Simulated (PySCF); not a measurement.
GeH3O3, SMILES [OH][Ge]([OH])[OH] (connectivity only; charge and spin as stated), charge +1, multiplicity 1. The structure is a stationary point at ωB97X-D3(BJ)/def2-SVP. The spin state was assumed, not searched. The isomer is the one that the SMILES or the coordinates give; other isomers of the formula were not compared. Other conformers were not sampled.

Computed with ωB97X-D3(BJ)/def2-SVP in PySCF.

Harmonic wavenumbers (cm⁻¹): 219, 224, 231, 295, 374, 420, 761, 773, 818, 902, 908, 939, 3809, 3822, 3837. Rotational constants (GHz): 6.856, 6.263, 3.273; symmetry number 1.

Task: Work out the zero-point energy and the ideal-gas rigid-rotor harmonic-oscillator thermochemistry at 298.15 K and 1 atm.

Result: ZPE = ½ Σ hcν = ½ × 18334 cm⁻¹ = 26.21 kcal/mol. H − E(el) = 30.48 kcal/mol. Entropy in cal/(mol K): translation 40.35, rotation 25.24, vibration 10.21, total 75.80. G − E(el) = 7.88 kcal/mol. Cp = 21.46 cal/(mol K).
